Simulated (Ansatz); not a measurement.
```xyz
11

F    -1.0338   -1.6637    0.3180
C    -0.2720   -0.5697   -0.0543
Si   -1.0730    1.0695    0.3107
Cl   -0.9044    1.5639    2.2992
B     0.6798   -0.6335   -1.2533
C     1.2434   -0.6052    0.1561
H    -0.3665    2.1166   -0.4680
H    -2.5090    1.0136   -0.0362
H     0.8536   -0.8894   -2.3943
H     1.6856   -1.5832    0.3715
H     1.6962    0.1813    0.7507
```

Charge 0, multiplicity 1.

Problem. List the r2SCAN/def2-TZVPP orbital energies in eV (Ansatz). (Estimate.)

Solution. The calculation gave: Occupied: -2753.39, -1792.13, -666.26, -275.09, -273.55, -254.78, -193.32, -193.19, -193.18, -181.35, -142.50, -97.41, -97.33, -97.33, -31.64, -21.66, -21.31, -16.07, -14.19, -13.66, -12.26, -11.75, -10.94, -10.69, -10.05, -9.68, -9.27, -8.27, -8.04, -7.39, -6.66. Lowest empty: -2.86, -0.10, 0.31, 0.59, 1.19, 1.77, 2.13, 2.28.
